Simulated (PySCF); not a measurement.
# Dipole response of Cl+ (chlorine, charge +1)

[Ne] 3s2 3p4, high-spin 3P determinant. Calculation: PySCF 2.14, in aug-cc-pV(5+d)Z; no relativity, point nucleus. Coupled (time-dependent) response in atomic units; α is the mean over directions.

```tsv
method	mean α (bohr³)	α xx, yy, zz	C₆ (like pair)	S(−4)
MN15	8.574	8.537, 8.647, 8.537	39.21	18.90
```

S(−4) is the Cauchy moment in α(ω) = α(0) + S(−4) ω² + …

α(iu) at MN15:

```csv
u (hartree),α(iu) (bohr³)
0,8.574
0.0500,8.527
0.100,8.389
0.200,7.888
0.300,7.187
0.500,5.642
0.750,4.028
1.00,2.910
1.50,1.664
2.00,1.066
3.00,0.5532
5.00,0.2421
```

For an ion, C₆ is the dispersion term alone; charge-induced terms of lower order in 1/R come first.

The components differ because the open shell of this determinant is not spherical; for a pure term their mean is the scalar polarisability.
